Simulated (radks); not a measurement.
Problem. The rubidium ion Rb7+, 30 electrons, occupied as [Ar] 3d10 4s2. Calculated with a radial shooting solver on a logarithmic mesh with Libxc functionals: non-relativistic Kohn-Sham, TPSS, spin-polarised, spherical densities, point nucleus; meta-GGA in the generalised Kohn-Sham scheme; relativity is left out, which matters for an element this heavy. Some entries of the table are withheld. Estimate them.

| orbital | occ. | eigenvalue (hartree) | <r^2> (bohr^2) |
|---|---|---|---|
| 1s | 2 | (1) | 0.002280 |
| 2s | 2 | -75.61917 | 0.03899 |
| 2p | 6 | -68.98120 | (2) |
| 3s | 2 | -14.62028 | (3) |
| 3p | 6 | (4) | (5) |
| 3d | 10 | -7.89567 | 0.3237 |
| 4s | 2 | -4.53188 | 1.885 |
| 4p | 0 | -3.85138 | (6) |
| 5s | 0 | -2.18521 | 7.003 |

Solution. 
(1) 1s eigenvalue (hartree): -546.7521
(2) 2p <r^2> (bohr^2): 0.03002
(3) 3s <r^2> (bohr^2): 0.3094
(4) 3p eigenvalue (hartree): -12.21297
(5) 3p <r^2> (bohr^2): 0.3161
(6) 4p <r^2> (bohr^2): 2.184
